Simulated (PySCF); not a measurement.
Two species compared at the same levels of theory.

First species: C7H12BF.
SMILES: `C=C1C[C@@H](B(C)C)[C@@H]1F`

Second species: C7H12BF.
SMILES: `B[C@@H]1CCC=C[C@]1(C)F`

Levels: PBE0/def2-SVPD for HOMO energy, LUMO energy, HOMO–LUMO gap and static isotropic polarisability; TDDFT PBE0/def2-SVPD for lowest singlet excitation; TDA PBE0/def2-SVPD for lowest triplet excitation (Tamm–Dancoff); ΔSCF PBE0/def2-SVPD for vertical ionisation energy. Geometries: PBE0-D3(BJ)/def2-SVP. All species are isolated and taken at one optimised geometry, non-relativistic unless stated. Electronic properties by PySCF.

The conformers computed, where there is a choice (atom-mapped SMILES and torsion angles):
- `[CH2:1]=[C:2]1[CH2:3][C@@H:4]([B:5]([CH3:6])[CH3:7])[C@@H:8]1[F:9]`: C3–C4–B5–C6 142°

The conformers of `B[C@@H]1CCC=C[C@]1(C)F` aren't listed.

Q: Which has the higher T1 energy?

A: The second: 4.26 eV against 4.15 eV, a difference of 0.11 eV.

Q: Which of the two has the higher LUMO energy, and by how much?

A: The first: -0.53 eV against -1.35 eV, a difference of 0.82 eV.

Q: Which has the higher S1 energy?

A: The first: 5.80 eV against 5.21 eV, a difference of 0.59 eV.

Q: Which has the higher static isotropic polarisability?

A: The first: 98.1 au against 94.6 au, a difference of 3.5 au.

Q: Which of the two has the higher HOMO energy, and by how much?

A: The first: -7.37 eV against -7.48 eV, a difference of 0.11 eV.

Q: Which has the higher HOMO–LUMO gap?

A: The first: 6.84 eV against 6.13 eV, a difference of 0.71 eV.

Q: Which has the higher vertical ionisation energy?

A: The second: 9.43 eV against 9.29 eV, a difference of 0.14 eV.

On the first: The principal polarisabilities are 74.8, 94.8 and 124.6 au; their mean is the isotropic value. The polarisability is 14.54 Å³ as a volume (1 au = 0.148185 Å³), or 1.44 au for each of the 68 electrons.

On the second: No computed singlet falls in the visible range (750 to 380 nm, 1.65 to 3.26 eV); S1 lies 1.95 eV above its blue end. S1 lies 0.92 eV below the HOMO–LUMO gap; its leading configuration is HOMO→LUMO, weight 0.93.
